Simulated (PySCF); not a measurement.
```xyz
3
charge 0 multiplicity 1, angstrom
Mo    0.0000    0.0000   -0.2252
N     1.3055    0.0000    0.7875
N    -1.3055    0.0000    0.7875
```

All numbers come from PBE0/[Mo def2-TZVP with ECP28, N def2-TZVP], scalar-relativistic core potentials, density fitting, no spin–orbit coupling, PySCF.

This geometry of MoN₂ is a stationary point at this level.

(1) What is the point group?

(2) Is it a minimum?

(3) List the harmonic modes with their infrared intensities.

(4) Give the atomic charges and bond orders.

Results:

(1) C2v.

(2) Yes: all harmonic wavenumbers are real.

(3) 
| symmetry | ω (cm⁻¹) | IR (km/mol) | type |
| --- | --- | --- | --- |
| a1 | 493 | 0.7 | bend |
| b2 | 966 | 328 | stretch |
| a1 | 1128 | 5.4 | stretch |

(4) 
```tsv
atom	Mulliken	Löwdin	polar tensor	Mayer order to Mo1
Mo1	1.06	0.59	1.42	–
N2,3	-0.53	-0.29	-0.71	2.64
```

Only a few start shapes were tried, so a lower isomer may exist.
